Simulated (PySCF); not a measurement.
Computed shifts of a molecule C₅H₁₀, PySCF with PBE0/pcSseg-1, GIAO, gas phase, equivalent atoms averaged, in ppm (number of nuclei): ¹³C: 141.3 (1), 130.3 (1), 30.6 (1), 20.5 (1), 18.6 (1). ¹H: 5.70 (1), 2.04 (3), 1.99 (6). References: ¹³C against TMS (σ = 186.3 ppm); ¹H against TMS (σ = 31.56 ppm), references at their B3LYP-D3(BJ)/def2-TZVP geometries, non-relativistic. Geometry optimised at B3LYP-D3(BJ)/def2-SVP. The values are those of a single conformer.

Which structure fits?
A. C=CCCC
B. CC1(C)CC1
C. CC=C(C)C
D. CC1CCC1

C, CC=C(C)C
